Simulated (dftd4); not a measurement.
ITl, charge -1, doublet, at a GFN2-xTB geometry (such geometries of metal compounds can be far from the true shape) (a state made from the parent by changing its charge; the spin is typed, not shown lowest); D4 for r2scan in dftd4 4.2.0.

dftd4 was given this input:
```
$ dftd4 mol.xyz --func r2scan --charge -1 --json dftd4.json --noedisp --property

# file mol.xyz
2

Tl    -0.00000000    -0.00000000    -1.17686441
I      0.00000000     0.00000000     1.79860409
```

What the program printed (banner, timings and long lists left out):

```
                    ____  _____ _____     ____  _  _
      -------------|  _ \|  ___|_   _|---|  _ \| || |------------
     |             | | | | |_    | | ___ | | | | || |_           |
     |             | |_| |  _|   | ||___|| |_| |__   _|          |
     |             |____/|_|     |_|     |____/   |_|            |
     |             ===================================           |
     |            E. Caldeweyher, S. Ehlert & S. Grimme          |
     |          Mulliken Center for Theoretical Chemistry        |
     |                    University of Bonn                     |
      -----------------------------------------------------------

Rational (Becke-Johnson) damping: r2scan-D4-ATM
---------------------
  s6         1.0000
  s8         0.6019
  s9         1.0000
  a1         0.5156
  a2         5.7734
 alp        16.0000
--------------------

Atomic data, radii in Ångström:
------------------------------------------------------
   Z          R(cov)      r4/r2   hardness         EN
------------------------------------------------------
  81 Tl       1.7333     4.1264     0.1253     1.6200
  53 I        1.7600     2.9281     0.4104     2.6600
------------------------------------------------------

Atomic reference systems (in atomic units):
----------------------------------------------------------------------------
   Z        #      CN     q+Z       C6(AA)   #      CN     q+Z       C6(AA)
----------------------------------------------------------------------------
  81 Tl     1  0.0000 21.0000     812.3662   2  0.8322 21.0573     778.8551
            3  1.7345 21.1019     469.1747   4  2.6446 21.1401     362.9756
  53 I      1  0.0000 25.0000     353.7504   2  0.9124 24.8626     380.6589
----------------------------------------------------------------------------

Atomic properties (in atomic units):
----------------------------------------------------------------------------
     #    Z              CN          q      C6(AA)        C8(AA)   alpha(0)
----------------------------------------------------------------------------
     1   81 Tl       0.7872     0.1048    775.3116   141430.3193    70.4551
     2   53 I        0.7872    -1.1048    462.5757    42487.3458    37.1523
----------------------------------------------------------------------------

Molecular properties (in atomic units):
----------------------------------------
 molecular C6                2389.3467
 molecular C8              332963.6175
----------------------------------------

Dispersion energy:      -3.6139175835046E-04 Eh

[Info] JSON dump of results written to 'dftd4.json'
```
